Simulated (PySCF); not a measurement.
**CeN at UHF**

Computed with UHF; basis Ce x2c-TZVPall, N x2c-TZVPall; spin-free X2C with a Gaussian nucleus; PySCF 2.14.

```json
{
 "state": "doublet, about 1.3 electrons in the 4f shell (Mulliken), real f orbitals that mix terms",
 "bond length": "1.753 Å",
 "harmonic wavenumber": "993 cm⁻¹",
 "force constant": "7.40 mdyn/Å",
 "rotational constant Be": "0.4312 cm⁻¹",
 "anharmonicity ωexe": "2.19 cm⁻¹",
 "vibration–rotation constant αe": "0.00179 cm⁻¹",
 "bond order (Mayer)": "2.89",
 "dipole moment (positive dipole means Ce(−)N(+))": "-8.66 D"
}
```

These are scalar-relativistic numbers at best; spin–orbit coupling would shift them, the dissociation energy most. Hartree–Fock leaves out correlation, which carries a large part of most bond energies and some tenths to 1 eV of ionisation energies. With d or f electrons several states lie close, and the lowest PBE0 determinant need not be the measured ground state.
